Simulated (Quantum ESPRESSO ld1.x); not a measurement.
Results of a calculation; reference values are marked as such.
Problem. Ag34+, configuration [Ne] 3s2 3p1. Code: ld1.x of Quantum ESPRESSO 7.5. Model: scalar-relativistic Kohn-Sham, LDA (Slater exchange, Perdew-Zunger correlation), spin-unpolarised, spherical densities, point nucleus. Some entries of the table are withheld. Estimate them.

| orbital | occ. | eigenvalue (Ry) | <r^2> (bohr^2) |
|---|---|---|---|
| 1s | 2 | (1) | (2) |
| 2s | 2 | -410.427 | 0.02078 |
| 2p | 6 | -383.898 | 0.01624 |
| 3s | 2 | (3) | 0.1188 |
| 3p | 1 | (4) | 0.1127 |
| 3d | 0 | (5) | 0.08772 |
| 4s | 0 | -85.3698 | 0.4075 |

Solution. 
(1) 1s eigenvalue (Ry): -2003.22
(2) 1s <r^2> (bohr^2): 0.001309
(3) 3s eigenvalue (Ry): -161.695
(4) 3p eigenvalue (Ry): -153.357
(5) 3d eigenvalue (Ry): -143.177
